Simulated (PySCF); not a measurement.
CH10FNSi3, SMILES N([SiH3])[SiH2]C[SiH2]F.

Geometry optimised at r2SCAN-D4/def2-SVP. The structure was generated by enumeration, and PubChem lists no compound with its InChIKey, so it may never have been made. One conformer was computed; it need not be the lowest.

Two levels are set side by side: PBE/def2-TZVP (PySCF) and HF/def2-TZVP (PySCF). Same geometry, gas phase. Differences are taken from unrounded values.

```csv
quantity,PBE
orbital gap (eV),5.20
highest occupied level (eV),-6.16
lowest empty level (eV),-0.96
dipole moment (D),2.15
```

**Question.** These are the PBE values. What does HF give? (Estimate from the structure and the level; the computed values follow.)

**Answer.** 
| quantity | HF | PBE minus HF |
|---|---|---|
| orbital gap (eV) | 13.51 | -8.32 |
| highest occupied level (eV) | -10.65 | 4.49 |
| lowest empty level (eV) | 2.87 | -3.83 |
| dipole moment (D) | 2.31 | -0.16 |

Without exact exchange PBE keeps part of each electron's self-repulsion, which lifts occupied levels and narrows the gap. Differences between two approximate levels are no errors against the true value.

Rough cost on one machine, each run with all the roots and properties that it gave: HF against PBE about 1/8.
